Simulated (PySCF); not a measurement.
## Computed structure and properties of [Eu(H2O)]3+

System: [Eu(H2O)]3+ (singlet in the valence; each metal's 4f electrons, 6 of them, lie in its core potential, out of spins and levels); start: template (C2v). Method: PySCF 2.14.0, RKS PBE0, Eu lcecp-1-SVP with ECP52, O def2-SVP, H def2-SVP; non-relativistic Hamiltonian with scalar-relativistic core potentials where named; density fitting; no spin-orbit coupling.

Input of the relaxation:

```python
mol = gto.M(atom='''
Eu     0.00000     0.00000    -0.26879
O      0.00000     0.00000     2.21621
H      0.77000    -0.00000     2.80621
H     -0.77000     0.00000     2.80621''',
    basis={'Eu': 'lcecp-1-SVP', 'O': 'def2-SVP', 'H': 'def2-SVP'},
    ecp={'Eu': 'lcecp-1-SVP'},
    charge=3, spin=0)
mf = dft.RKS(mol, xc='PBE0')
mf.grids.atom_grid = (50, 194)  # f atoms: unpruned, at least (60, 302)
mf = mf.density_fit()  # fitting sets: Eu AutoAux, O def2-universal-JKFIT, H def2-universal-JKFIT
mf.conv_tol = 1e-08; mf.max_cycle = 55
mf.kernel(dm0)  # dm0: converged density of the start geometry
# quasi-Newton relaxation in Cartesian coordinates to a largest gradient under 0.00045 Eh/bohr, steps kept in the point group
```

Run from Python with OMP_NUM_THREADS=2; the lines above give its settings. Where DIIS fails, smearing, a level shift and second-order steps follow.
It took 6.6 s on 2 threads of Arm Neoverse V1 (shared host), from the converged density of the start.

Course of the relaxation:

```
step  energy above end (eV)  largest force component within the symmetry (eV/Å)
   0                 0.3391                                               3.141
   1                 0.1635                                               1.567
   2                 0.0204                                               1.358
   3                 0.0040                                               0.225
   4                 0.0003                                               0.071
   5                 0.0000                                               0.002
```

Relaxed geometry (C2v):

```xyz
4

Eu    0.0000    0.0000   -0.0847
O     0.0000    0.0000    2.1288
H     0.7792    0.0000    2.7579
H    -0.7792    0.0000    2.7579
```

| contact | Å |
| --- | --- |
| Eu1–O2 (H2O) | 2.213 |

On the finer grid (75, 302):

```
HOMO                                                          : -27.98 eV
LUMO                                                          : -20.54 eV
Dipole about the centre of mass                               : 3.02 D
Set of Mulliken populations of Eu1 outside the core potential : s 2.04, p 6.05, d 0.32, f 0.03
D3(BJ) dispersion energy (not in the energies)                : -0.038 eV
```

```tsv
atom	Mulliken (e)	Löwdin (e)	spin (e)
Eu1	2.56	2.46	0.00
O2	-0.31	0.05	0.00
H3	0.37	0.24	0.00
H4	0.37	0.24	0.00
```

The 4f levels lie in the core potential and are missing. Their spin isn't counted.

On the grid (50, 194), as all that follows. Harmonic modes: a minimum; lowest 462 cm⁻¹ (negative: unstable), highest 3418 cm⁻¹, zero-point energy 0.642 eV.

Taking off one H2O (charge 0, singlet; the rest: singlet) in vacuum, both parts rigid, costs 5.02 eV; the small basis without counterpoise inflates it. Parting with an electron moved from the ligand to the metal can be far cheaper, even downhill.

Rigid scan of H2O along the line from its metal:

(distance to O2 (Å), energy (eV)): (1.91, 0.900), (2.01, 0.342), (2.11, 0.074), (2.21, 0.000), (2.31, 0.055), (2.41, 0.193), (2.61, 0.597)

One start shape was tried, so this needn't be the lowest isomer.

An lcecp potential fixes the number of 4f electrons, so in runs with it no electron can move into or out of that shell.
